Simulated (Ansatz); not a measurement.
Cu₂H₂. Charge 0, multiplicity 5. Geometry PBE0-D4/def2-TZVP; atoms count from 1.

```xyz
4

Cu    0.3901    0.1778   -0.8616
Cu    0.7758    0.5900    1.6460
H    -0.7875   -0.5880   -1.5173
H    -0.3784   -0.1798    0.7329
```

At PBE0-D4/def2-TZVP a singlet of charge 0 lies 5.44 eV below the quintet, each at its own geometry. The structure comes from a short search, and lower isomers may exist.

(1) Estimate the Mulliken populations from the PBE0/def2-TZVP orbitals of Ansatz.

(2) Where does the spin sit?

(3) And the Mayer bond orders between heavy atoms (over 0.3)?

Answers

(1) 
| atom | charge (e) | spin (α − β) | d electrons |
| --- | --- | --- | --- |
| Cu1 | -0.08 | 1.34 | 9.54 |
| Cu2 | 0.15 | 1.91 | 9.21 |
| H3 | -0.05 | 0.44 | – |
| H4 | -0.01 | 0.32 | – |
Mulliken values depend strongly on the basis.

(2) Summed by element: Cu 3.24, H 0.76, of 4 unpaired in all. Largest on single atoms: Cu2 1.91, Cu1 1.34, H3 0.44.

(3) Cu1–Cu2 0.46 (2.57 Å).
